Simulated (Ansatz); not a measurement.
A run on CH7GaGeO (`C[O][GeH2][GaH2]`) with other settings.

```yaml
crystal:
  periodic: [false, false, false]
  atoms:
    - {symbol: C, position_ang: [-0.664116, 1.696829, 0.275052]}
    - {symbol: O, position_ang: [-1.314795, 0.459164, 0.389110]}
    - {symbol: Ge, position_ang: [-0.289687, -0.984682, 0.668818]}
    - {symbol: Ga, position_ang: [1.204792, -1.394005, -1.237973]}
    - {symbol: H, position_ang: [-0.141611, 1.977666, 1.200385]}
    - {symbol: H, position_ang: [0.067215, 1.712012, -0.546642]}
    - {symbol: H, position_ang: [-1.416723, 2.461343, 0.065926]}
    - {symbol: H, position_ang: [-1.316485, -2.106749, 0.908553]}
    - {symbol: H, position_ang: [0.494374, -0.745678, 1.986452]}
    - {symbol: H, position_ang: [1.323397, -0.359459, -2.414411]}
    - {symbol: H, position_ang: [2.053649, -2.716441, -1.295259]}
basis:
  gaussian: {orbitals: def2-TZVPD}
hamiltonian: {xc: {name: BHLYP}}
accuracy: high
output: {forces: true}
```

```sh
$ ansatz run in.yaml --threads 4 --pin off --events-out ev --progress --plain --max-ram 10444MiB
```

It prints (some lines left out):

```
Functional definition: BHLYP
4114 factors; integrals over basis functions are off by at most 4.7e-9 eV
mean field evaluation 1: about -112087.8972 eV, gradient 5.0e1 eV
mean field evaluation 2: about -112084.3125 eV, gradient 6.8e1 eV
mean field evaluation 4: about -112092.2773 eV, gradient 3.0e0 eV
mean field evaluation 8: about -112092.4950 eV, gradient 2.1e-1 eV
mean field evaluation 16: about -112092.4952 eV, gradient 1.4e-4 eV
mean field -112092.49515880 eV, -4119.3232180637 hartree, gradient 1.2e-8 eV, S^2 0.000000; 0 other end points of the search recorded, 0 dependent functions left out
reference -112092.49519414 eV, -4119.3232193624 hartree; 42, 42 occupied and 206, 206 virtual orbitals, 4114 factors
Total energy: -112092.49519414 eV, -4119.3232193624 hartree
Atom 0 at    -0.664116     1.696829     0.275052 Å, force    -0.050621     0.221826    -0.033680 eV/Å
Atom 1 at    -1.314795     0.459164     0.389110 Å, force     0.388149     0.027769     0.040273 eV/Å
Atom 2 at    -0.289687    -0.984682     0.668818 Å, force    -0.242666     0.037727     0.167637 eV/Å
Atom 3 at     1.204792    -1.394005    -1.237973 Å, force     0.093782    -0.041873    -0.137975 eV/Å
Atom 4 at    -0.141611     1.977666     1.200385 Å, force    -0.164256    -0.103839    -0.256157 eV/Å
Atom 5 at     0.067215     1.712012    -0.546642 Å, force    -0.226818    -0.022775     0.237211 eV/Å
Atom 6 at    -1.416723     2.461343     0.065926 Å, force     0.225679    -0.208820     0.061760 eV/Å
Atom 7 at    -1.316485    -2.106749     0.908553 Å, force     0.099887     0.091824    -0.014446 eV/Å
Atom 8 at     0.494374    -0.745678     1.986452 Å, force    -0.089170    -0.010691    -0.121987 eV/Å
Atom 9 at     1.323397    -0.359459    -2.414411 Å, force     0.003300    -0.059073     0.056874 eV/Å
Atom 10 at     2.053649    -2.716441    -1.295259 Å, force    -0.037265     0.067926     0.000490 eV/Å
Dipole moment:     0.292535    -0.022927    -0.045655 e Å
```

Hardware: 4 threads of an AMD EPYC 7B13 on a shared host. Wall time 21 s, peak host memory 1.9 GiB.
